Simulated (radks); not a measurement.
The numbers below are computed, except where a source is named.
Problem. These are the eigenvalues of the occupied orbitals of an atom or ion with whole-number occupations (Ry). Level of theory: Dirac Kohn-Sham, exchange-only B88, spin-unpolarised, spherical densities, finite nucleus; Fermi nuclear charge, rms radius of each element as measured or else 0.836 A^(1/3) + 0.57 fm (a radial shooting solver on a logarithmic mesh with Libxc functionals).

orbital  eigenvalue
1s1/2     -6279.940
2s1/2     -1117.415
2p1/2     -1073.078
2p3/2     -921.2294
3s1/2     -266.7928
3p1/2     -246.6969
3p3/2     -212.9407
3d3/2     -179.6120
3d5/2     -172.4017
4s1/2     -59.64085
4p1/2     -50.96562
4p3/2     -42.75634
4d3/2     -28.55837
4d5/2     -27.02682
5s1/2      -9.75662
4f5/2      -8.69728
4f7/2      -8.35923
5p1/2      -6.84126
5p3/2      -5.35215
5d3/2      -1.39621
5d5/2      -1.23462
6s1/2      -0.85294
7s1/2      -0.09156

Which element is it, and in what charge state? The configuration may be excited. Open shells, if any, are shared by 2j + 1.

Solution. Z = 81, thallium, charge 0: Tl in [Hg] 7s1. The list shows which subshells hold electrons but not how many an open one holds; the 1s level, -3140 hartree, gives Z - s = 79.2 by -(Z - s)^2/2, which with screening and relativity narrows Z to a few neighbours, and the depths of the outer levels then fix element, charge and occupations together.
